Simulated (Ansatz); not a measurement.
`[NH2][AlH][Cl]` + CH₃NH₂ → `C[NH][AlH][NH2]` + HCl at 400 K and 1 bar (ligand exchange at the Al–Cl bond).

Program: Ansatz. Geometries: PBE0-D4/def2-TZVP. ΔE: electronic, gas phase. CCSD(T)/CBS is the MP2 limit (def2-TZVPP, def2-QZVPP) plus CCSD(T) − MP2 in def2-TZVPP, frozen cores. This one scheme is used for every species. One conformer a species, not always the lowest.

| species | CCSD(T)/CBS energy (Eh) | H − E (kJ/mol) | S (J/(mol·K)) |
| --- | --- | --- | --- |
| `[NH2][AlH][Cl]` | -758.40905 | 113.0 | 317.2 |
| CH₃NH₂ | -95.75281 | 185.4 | 256.0 |
| `C[NH][AlH][NH2]` | -393.74880 | 260.3 | 368.9 |
| HCl | -460.38127 | 29.6 | 195.4 |

H − E and S are ideal-gas, rigid-rotor, harmonic terms from PBE0-D4/def2-TZVP, for one conformer and one mirror image of each species. 1 Eh = 2625.50 kJ/mol, R = 8.31446 J/(mol·K).

**Question.** By hand: ΔE, ΔH, ΔS and ΔG.

**Answer.** ΔE = (-393.74880) + (-460.38127) − (-758.40905) − (-95.75281) = 0.03179 Eh = 83.5 kJ/mol. Δ(H − E) = 260.3 + 29.6 − 113.0 − 185.4 = -8.5, so ΔH = 75.0 kJ/mol. ΔS = 368.9 + 195.4 − 317.2 − 256.0 = -8.9 J/(mol·K). ΔG = 75.0 − 400 × (-8.9)/1000 = 78.6 kJ/mol.

**Question.** By hand: the equilibrium constant, and the temperature at which ΔG would vanish if ΔH and ΔS stayed fixed.

**Answer.** log₁₀ K = −ΔG/(RT ln 10) = -10.3. ΔH and −TΔS have one sign here, so there is no such temperature.

The number of gas molecules stays the same, so ΔS is small and ΔH decides. A doubt of 5 kJ/mol in ΔE shifts log₁₀ K by 0.7 here. Other conformers and mirror images would add mixing entropy, several J/(mol·K) or more a flexible species. These are equilibria of isolated gas molecules and say nothing of rates. Largest T1 diagnostic: 0.010 (customary marks: 0.02 for closed shells, 0.045 for open ones).

ΔS is within the doubt of such terms, so its sign, and with it that verdict, could turn.
